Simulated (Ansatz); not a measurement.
Ansatz (a program for electronic structure) input (CCSD(T)/def2-QZVPP):
A basis named .json is the Basis Set Exchange file of that set.

Ansatz 0.2 input:
```yaml
crystal:
  periodic: [false, false, false]
  atoms:
    - {symbol: P, position_ang: [-0.09000591, -0.00215091, 0.07867543]}
    - {symbol: H, position_ang: [-0.13338891, 0.02755526, -1.33512432]}
    - {symbol: H, position_ang: [1.30565829, 0.00045897, 0.31042723]}
    - {symbol: H, position_ang: [0.07975178, 1.70229304, -0.04171292]}
    - {symbol: H, position_ang: [0.09806748, -1.69804361, -0.11372140]}
basis:
  gaussian:
    orbitals: def2-QZVPP.json
total_charge: -1
magnetization: {spin_polarized: false}
correlation: {method: ccsd_t, electrons: outside_noble_gas}
```

Output:

```
Functional definition: HF
integrals: 0.71 GiB planned
1107 factors; integrals over basis functions are off by at most 7.6e-4 eV
mean field: 0.53 GiB planned
mean field evaluation 1: about -9331.5838 eV, gradient 1.6e1 eV
mean field evaluation 2: about -9331.5882 eV, gradient 1.6e1 eV
mean field evaluation 4: about -9332.7889 eV, gradient 1.9e0 eV
mean field evaluation 8: about -9332.8194 eV, gradient 1.7e-1 eV
mean field evaluation 16: about -9332.6601 eV, gradient 6.0e0 eV
mean field -9332.82014836 eV, -342.9748144394 hartree, gradient 1.1e-6 eV, S^2 0.000000; 0 other end points of the search recorded, 0 dependent functions left out
5 core orbitals not correlated
reference -9332.82014836 eV, -342.9748144394 hartree; 5, 5 occupied and 180, 180 virtual orbitals, 1107 factors
second order -6.21555434 eV of doubles, -0.00000000 eV of singles
coupled cluster: 1.05 GiB planned
cycle   1  -6.75937542 eV  change   -5.4e-1 eV  update   6.8e-2
cycle   2  -7.00495733 eV  change   -2.5e-1 eV  update   2.3e-2
cycle   3  -7.03221580 eV  change   -2.7e-2 eV  update   8.3e-3
cycle   4  -7.02912153 eV  change    3.1e-3 eV  update   2.8e-3
cycle   5  -7.02843456 eV  change    6.9e-4 eV  update   1.1e-3
cycle   6  -7.02841576 eV  change    1.9e-5 eV  update   5.2e-4
cycle   7  -7.02846863 eV  change   -5.3e-5 eV  update   2.5e-4
cycle   8  -7.02852719 eV  change   -5.9e-5 eV  update   8.6e-5
cycle   9  -7.02850810 eV  change    1.9e-5 eV  update   2.5e-5
cycle  10  -7.02850524 eV  change    2.9e-6 eV  update   7.2e-6
perturbative correction -0.28474888 eV, -0.0104643285 hartree
Total energy: -9340.13340248 eV, -343.2435715715 hartree
```

Whether it binds its extra electron was not tested at this geometry.
